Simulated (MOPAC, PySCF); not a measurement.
C₃H₄S, SMILES `C#CSC`, neutral singlet in the gas phase. 

Cartesian coordinates (Å):
```xyz
8

C      2.2793     0.0570    -0.1881
C      1.2138    -0.3564    -0.5713
S     -0.2361    -0.9814    -1.1470
C     -1.4335     0.0710    -0.2602
H      3.2175     0.4220     0.1501
H     -2.4196    -0.2670    -0.5761
H     -1.2954     1.1136    -0.5361
H     -1.3261    -0.0588     0.8140
```
Charge 0, multiplicity 1.

All levels are single points at this geometry (B3LYP-D3(BJ)/def2-TZVP); Pople sets use spherical d functions. Orbital energies aren't observables, and empty levels follow the basis.

B3LYP/6-31G* in PySCF gives dipole (D) = 1.64.

### Question
Estimate the dipole (D) from each of these levels: PBE-D3(BJ)/def2-TZVP in PySCF; ωB97X-D3(BJ)/def2-TZVP in PySCF; B3LYP/3-21G in PySCF; B3LYP/6-311+G** in PySCF; M06-2X/6-31G* in PySCF; HF/STO-3G in PySCF; PM6 in MOPAC; PM7 in MOPAC.

### Answer

| level | dipole (D) |
|---|---|
| PBE-D3(BJ)/def2-TZVP in PySCF | 1.61 |
| ωB97X-D3(BJ)/def2-TZVP in PySCF | 1.63 |
| B3LYP/3-21G in PySCF | 1.77 |
| B3LYP/6-311+G** in PySCF | 1.67 |
| M06-2X/6-31G* in PySCF | 1.66 |
| HF/STO-3G in PySCF | 1.13 |
| PM6 in MOPAC | 1.49 |
| PM7 in MOPAC | 1.51 |
